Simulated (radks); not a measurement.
Question: All-electron atom: Ir0.8+ in [Kr] 4d10 4f14 5s2 5p(1/2: 2, 3/2: 3.2) 5d7 6s2 (fractional occupations, a model configuration). Calculated with a radial shooting solver on a logarithmic mesh with Libxc functionals: Dirac Kohn-Sham, LDA (Slater exchange, Perdew-Wang correlation), spin-unpolarised, spherical densities, point nucleus; open shells fill j = l - 1/2 first. Some entries of the table are withheld. Estimate them.

orbital  occ.  eigenvalue (hartree)  <r^2> (bohr^2)
1s1/2       2             -2791.865       0.0004198
2s1/2       2             -488.4061        0.006365
2p1/2       2             -467.9787        0.004519
2p3/2       4             -408.2210        0.005712
3s1/2       2                   (1)             (2)
3p1/2       2             -105.3524         0.03787
3p3/2       4             -92.27098         0.04436
3d3/2       4             -76.93112         0.03415
3d5/2       6             -74.10225         0.03592
4s1/2       2             -24.71926          0.2026
4p1/2       2             -20.85512          0.2075
4p3/2       4             -17.75198          0.2415
4d3/2       4             -11.40900          0.2581
4d5/2       6             -10.83293          0.2704
5s1/2       2              -3.98138           1.065
5p1/2       2              -2.75582           1.263
4f5/2       6              -2.75395          0.3444
4f7/2       8              -2.63896          0.3545
5p3/2     3.2              -2.24242           1.508
5d3/2       4              -0.62298           2.955
5d5/2       3              -0.57240           3.190
6s1/2       2              -0.48848           7.922

Answer: 
(1) 3s1/2 eigenvalue (hartree): -114.5162
(2) 3s1/2 <r^2> (bohr^2): 0.04144
